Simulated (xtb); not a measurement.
C₂H₅ (SMILES [CH2]C), doublet, at a GFN2-xTB geometry; GFN2-xTB (xtb).

xtb was given this input:
```
$ xtb mol.xyz --gfn 2 --uhf 1 --json

# file mol.xyz
7

C      0.77663934    -0.10802493    -0.02608915
C     -0.67917820     0.09855658     0.00501522
H      1.44586940     0.69059131     0.22632164
H      1.18490479    -1.08700828    -0.18190609
H     -1.08591799    -0.07299585     1.01204191
H     -0.93883967     1.12118761    -0.26794879
H     -1.19078337    -0.59496465    -0.66206507
```

What the program printed (banner, timings and long lists left out):

```
   ID    Z sym.   atoms
    1    6 C      1, 2
    2    1 H      3-7

           -------------------------------------------------
          |                Calculation Setup                |
           -------------------------------------------------

           -------------------------------------------------
          |                 G F N 2 - x T B                 |
           -------------------------------------------------

          ...................................................
          :                      SETUP                      :
          :.................................................:
          :  # basis functions                  13          :
          :  # atomic orbitals                  13          :
          :  # shells                            9          :
          :  # electrons                        13          :
          :  max. iterations                   250          :
          :  Hamiltonian                  GFN2-xTB          :
          :  restarted?                      false          :
          :  GBSA solvation                  false          :
          :  PC potential                    false          :
          :  electronic temp.          300.0000000     K    :
          :  accuracy                    1.0000000          :
          :  -> integral cutoff          0.2500000E+02      :
          :  -> integral neglect         0.1000000E-07      :
          :  -> SCF convergence          0.1000000E-05 Eh   :
          :  -> wf. convergence          0.1000000E-03 e    :
          :  Broyden damping             0.4000000          :
          :  net charge                          0          :
          :  unpaired electrons                  1          :
          ...................................................

 iter      E             dE          RMSdq      gap      omega  full diag
   1     -6.8263435 -0.682634E+01  0.342E+00   11.71       0.0  T
   2     -6.8429065 -0.165629E-01  0.190E+00   11.86       1.0  T
   3     -6.8432498 -0.343374E-03  0.776E-01   11.88       1.0  T
   4     -6.8433127 -0.628210E-04  0.948E-02   11.80       1.0  T
   5     -6.8433180 -0.532184E-05  0.543E-02   11.80       1.0  T
   6     -6.8433183 -0.283898E-06  0.369E-03   11.80      10.2  T
   7     -6.8433183 -0.891720E-08  0.121E-03   11.80      31.2  T
   8     -6.8433183 -0.185430E-08  0.294E-04   11.80     128.7  T
   9     -6.8433183 -0.761791E-11  0.428E-05   11.80     883.8  T

   *** convergence criteria satisfied after 9 iterations ***

         :::::::::::::::::::::::::::::::::::::::::::::::::::::
         ::                     SUMMARY                     ::
         :::::::::::::::::::::::::::::::::::::::::::::::::::::
         :: total energy              -6.735341776477 Eh    ::
         :: gradient norm              0.000021297871 Eh/a0 ::
         :: HOMO-LUMO gap             11.799179208422 eV    ::
         ::.................................................::
         :: SCC energy                -6.843318175560 Eh    ::
         :: -> isotropic ES            0.002422713892 Eh    ::
         :: -> anisotropic ES          0.002653717900 Eh    ::
         :: -> anisotropic XC          0.006432130234 Eh    ::
         :: -> dispersion             -0.001712810446 Eh    ::
         :: repulsion energy           0.107976399082 Eh    ::
         :: add. restraining           0.000000000000 Eh    ::
         :: total charge               0.000000000000 e     ::
         :::::::::::::::::::::::::::::::::::::::::::::::::::::

           -------------------------------------------------
          |                Property Printout                |
           -------------------------------------------------

    * Orbital Energies and Occupations

         #    Occupation            Energy/Eh            Energy/eV
      -------------------------------------------------------------
         1        2.0000           -0.6021861             -16.3863
         2        2.0000           -0.5518626             -15.0169
         3        2.0000           -0.4969154             -13.5218
         4        2.0000           -0.4802128             -13.0673
         5        2.0000           -0.4635128             -12.6128
         6        2.0000           -0.4358233             -11.8594
         7        1.0000           -0.3030589              -8.2467 (HOMO)
         8                          0.1305529               3.5525 (LUMO)
         9                          0.1713631               4.6630
        10                          0.1785278               4.8580
        11                          0.2055277               5.5927
        12                          0.2828403               7.6965
        13                          0.3642174               9.9109
      -------------------------------------------------------------
                  HL-Gap            0.4336119 Eh           11.7992 eV
             Fermi-level           -0.2278471 Eh           -6.2000 eV

     #   Z          covCN         q      C6AA      α(0)
     1   6 C        2.831    -0.111    30.810     9.096
     2   6 C        3.751    -0.090    22.280     6.732
     3   1 H        0.926     0.031     2.579     2.511
     4   1 H        0.926     0.031     2.579     2.511
     5   1 H        0.923     0.053     2.280     2.361
     6   1 H        0.925     0.044     2.402     2.424
     7   1 H        0.925     0.044     2.402     2.424

 Mol. C6AA /au·bohr⁶  :        326.471143
 Mol. C8AA /au·bohr⁸  :       6775.770058
 Mol. α(0) /au        :         28.058105

Wiberg/Mayer (AO) data.
largest (>0.10) Wiberg bond orders for each atom

 ---------------------------------------------------------------------------
     #   Z sym  total        # sym  WBO       # sym  WBO       # sym  WBO
 ---------------------------------------------------------------------------
     1   6 C    3.178 --     2 C    1.118     3 H    0.987     4 H    0.987
     2   6 C    3.998 --     1 C    1.118     6 H    0.974     7 H    0.974
                             5 H    0.930
     3   1 H    0.999 --     1 C    0.987
     4   1 H    0.999 --     1 C    0.987
     5   1 H    0.994 --     2 C    0.930
     6   1 H    0.998 --     2 C    0.974
     7   1 H    0.998 --     2 C    0.974
 ---------------------------------------------------------------------------

Topologies differ in total number of bonds
Writing topology from bond orders to xtbtopo.mol

molecular dipole:
                 x           y           z       tot (Debye)
 q only:       -0.181       0.019       0.032
   full:       -0.208       0.015       0.067       0.557
molecular quadrupole (traceless):
                xx          xy          yy          xz          yz          zz
 q only:        0.221      -0.023      -0.004      -0.039       0.057      -0.217
  q+dip:        0.133       0.083       0.675       0.043       0.356      -0.808
   full:        0.094       0.040       0.347       0.021       0.189      -0.441

           -------------------------------------------------
          | TOTAL ENERGY               -6.735341776477 Eh   |
          | GRADIENT NORM               0.000021297871 Eh/α |
          | HOMO-LUMO GAP              11.799179208422 eV   |
           -------------------------------------------------

normal termination of xtb
```
